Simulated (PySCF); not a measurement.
`C1C([SH](=O)=O)=CC=C1`, C₅H₆O₂S

Geometry:
```tsv
atom	x (Å)	y (Å)	z (Å)
O1	2.593	-1.118	-0.677
S2	2.147	0.114	-0.097
O3	2.663	1.360	-0.575
C4	0.388	0.145	-0.046
C5	-0.411	1.216	-0.179
C6	-1.786	0.781	-0.081
C7	-1.817	-0.549	0.105
C8	-0.426	-1.087	0.136
H9	2.494	0.043	1.267
H10	-0.088	2.227	-0.338
H11	-2.629	1.443	-0.153
H12	-2.687	-1.169	0.214
H13	-0.242	-1.802	-0.668
H14	-0.199	-1.604	1.070
```

Computed, not measured: TDDFT LC-wPBE/def2-SVPD excited states, vertical, gas phase (PySCF). Geometry: GFN2-xTB.

Give the one- and two-photon strengths of the lowest singlets.

δ for parallel linear polarisation; σ at the peak of a Lorentzian of half width 0.1 eV, single beam; Ω is circular over linear.
| state | E (eV) | f | photon λ (nm) | δ (au) | σ (GM) | Ω | main |
| --- | --- | --- | --- | --- | --- | --- | --- |
| S1 | 5.19 | 0.184 | 478 | 35.7 | 0.35 | 0.73 | HOMO→LUMO 0.96 |
| S2 | 6.42 | 0.004 | 386 | 2.98 | 0.04 | 0.29 | HOMO−1→LUMO 0.86 |
| S3 | 7.12 | 0.001 | 348 | 3.41 | 0.06 | 0.71 | HOMO−2→LUMO 0.76 |
| S4 | 7.28 | 0.045 | 341 | 523 | 10.15 | 0.69 | HOMO−3→LUMO 0.48, HOMO−4→LUMO 0.21 |
| S5 | 7.51 | 0.021 | 330 | 60.2 | 1.24 | 0.65 | HOMO→LUMO+1 0.69, HOMO→LUMO+2 0.15 |

Among these, the strongest one-photon state is S1, the strongest two-photon state S4, with a dipole change of 0.2 D (relaxed, norm of the difference vector).
